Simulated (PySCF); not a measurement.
Species: methylcyanodiacetylene, C6H3N.
Geometry (PBE0-D3(BJ)/def2-TZVP, Å), atoms numbered from 1 in this order:
```
atom  x, y, z in Å
C1    -1.9512    0.6375   -1.4032
C2    -0.8875    0.2892   -0.4946
C3     0.0060   -0.0032    0.2662
C4     1.0055   -0.3299    1.1165
C5     1.9038   -0.6228    1.8771
C6     2.9111   -0.9516    2.7300
N7     3.7693   -1.2316    3.4537
H8    -1.7211    1.5677   -1.9287
H9    -2.0954   -0.1498   -2.1480
H10   -2.8914    0.7727   -0.8625
```

All values: wB97X-D/pcSseg-2 (PySCF, non-relativistic), on one gas-phase PBE0-D3(BJ)/def2-TZVP geometry that isn't relaxed in the solvent. The solvent is an IEF-PCM continuum (Bondi radii, 1.10 Å for H, scaled by 1.2). Only the electrostatic response of the medium enters.

Gas phase at wB97X-D/pcSseg-2: HOMO -9.50 eV, LUMO -0.40 eV, dipole 6.47 D.

Q: What does the continuum do to the energy, the frontier levels and the dipole at wB97X-D/pcSseg-2 in chloroform?

A: 
```json
{"solvent": "chloroform", "ε": "4.711", "E(solvent) − E(gas) (kcal/mol)": "-4.04", "polarisation term (kcal/mol)": "-4.87", "distortion of the solute (kcal/mol)": "0.83", "HOMO (eV)": "-9.45", "LUMO (eV)": "-0.41", "dipole (D)": "8.16"}
```

The polarisation term is half the interaction of the solute with the surface charges that it induces; the rest is the cost of distorting the solute's density. The sum is the electrostatic part of solvation alone.

Q: Which radius a makes the point-dipole formula ΔE = −[(ε − 1)/(2ε + 1)]·μ²/a³ give the value in chloroform, with the gas-phase dipole?

A: μ = 2.547 au and |ΔE| = 0.00644 Eh give a = 3.76 Å; the farthest nucleus lies 5.09 Å from the centroid of the nuclei, so such a sphere wouldn't even hold the nuclei. The formula assumes a rigid point dipole at the centre of a sphere.

Q: Give the dipole vector in the frame of the coordinates (D, pointing from negative to positive charge), gas and chloroform.

A: Gas (-4.79, 1.56, -4.07), solvent (-6.04, 1.97, -5.13). Its length changes by +26 % and its direction by less than 1°.

Time: 27 s of wall time; peak memory 1.3 GiB. Hardware: one thread of an AMD EPYC 9R45, shared host with 96 logical CPUs at a one-minute load of 41. This is the whole shielding run at wB97X-D/pcSseg-2 in chloroform, SCF included.

wB97X-D is run here without its empirical dispersion term; that term would change no orbital, density or response property at a fixed geometry.
